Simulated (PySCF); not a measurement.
# Spinor energies of Tc (technetium, neutral)

Start: [Kr] 4d4 5s2 6s1; 4d5/2 filled at m_j = -1/2, +1/2, +3/2, +5/2; 6s1/2 filled at m_j = +1/2. Calculated with PySCF 2.14 in x2c-SVPall-2c with one added diffuse shell each of s, p, d type (7s9p7d1f, 76 functions): generalised Hartree-Fock with the X2C-1e Hamiltonian and a Gaussian nucleus; one run each with spin-orbit coupling (SO) switched off, then screened by Boettger's factors. This is a chosen level, not necessarily the ground level.

```tsv
spinor shell	electrons	ε, spin-free (eV)	ε, screened SO (eV)	weight of nominal j (screened SO)	rms radius, screened SO (bohr)
1s1/2	2	-21164.0	-21163.0	1.000	0.0394
2s1/2	2	-3103.7	-3103.4	1.000	0.162
2p1/2	2	-2772.7	-2854.4	1.000	0.141
2p3/2	4	-2772.7	-2734.4	1.000	0.145
3s1/2	2	-581.44	-581.38	1.000	0.441
3p1/2	2	-469.57	-483.78	1.000	0.439
3p3/2	4	-469.57	-462.92	1.000	0.450
3d3/2	4	-288.67	-291.04	0.971	0.434
3d5/2	6	-288.67	-287.06	0.980	0.437
4s1/2	2	-98.403	-98.405	1.000	1.13
4p1/2	2	-64.340	-68.660	0.697	1.24
4p3/2	4	-64.340	-62.264	0.849	1.25
4d5/2	4	-21.566	-21.535	0.664	1.69
5s1/2	2	-11.133	-11.136	0.989	3.32
6s1/2	1	-2.344	-2.343	0.999	9.28
```

```tsv
quantity	spin-free	screened SO
E (hartree)	-4282.03338	-4282.55862
M_J	9/2	9/2
⟨J²⟩	24.889	24.875
⟨L²⟩	6.134	6.208
⟨S²⟩	8.756	8.718
```

Each row is a mean over spinors that exchange with the open shell spreads, by up to 9.624 eV (4p3/2).

Rows whose weight is well below 1 are mixtures of j = l ± 1/2: exchange outweighs spin-orbit coupling there, and the label is only the starting occupation.

⟨J²⟩ departs a little from M_J(M_J + 1) because the unrestricted spinors polarise the closed shells.

Breit and QED terms are absent; they matter most for the inner s and p1/2 levels.

Densities and radii are taken from the X2C orbitals without a picture-change correction, which distorts them close to the nucleus.

Without spin-orbit coupling the j labels of p, d and f shells carry no meaning; the spin-free column gives the mean over the occupied spinors of each nl shell.
